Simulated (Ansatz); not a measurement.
Calculated with Ansatz (gas phase, PBE0-D4/def2-TZVP geometries, no zero-point term in ΔE). CCSD(T)/CBS adds triple-zeta CCSD(T) − MP2 to the extrapolated MP2 energy (def2 sets, frozen cores). This one scheme is used for every species. DFT in def2-TZVPP. B3LYP here is the variant with VWN-RPA as its local correlation; programs differ in this. One conformer a species, not always the lowest.

`OCBF` + `[NH2][AlH2]` → `OC[NH][AlH2]` + `BF`  (substitution at a C–B bond)

Q: Is it downhill or uphill in electronic energy at CCSD(T)/CBS, and by how much? (Estimate.)

A: Computed: Uphill: ΔE = +0.50 eV.

Q: What do these levels give: PBE-D4, PBE0-D4, B3LYP-D4, B2PLYP, PBE, PBE0, CCSD/def2-TZVPP, CCSD(T)/def2-TZVPP, HF/def2-QZVPP, MP2/def2-QZVPP, HF/CBS(def2), CCSD/CBS(def2)? (An estimate is asked.)

A: Computed: PBE-D4 0.52, PBE0-D4 0.52, B3LYP-D4 0.49, B2PLYP 0.49, PBE 0.54, PBE0 0.54, CCSD/def2-TZVPP 0.47, CCSD(T)/def2-TZVPP 0.45, HF/def2-QZVPP 0.45, MP2/def2-QZVPP 0.48, HF/CBS(def2) 0.45, CCSD/CBS(def2) 0.51 eV.

Largest T1 diagnostic among the species: 0.013.

The D4 term adds −0.03 eV with B3LYP and −0.02 eV with PBE0; it sums over pairs of atoms, weighted by their polarisabilities, and B3LYP, whose exchange is more repulsive, gets the larger term.
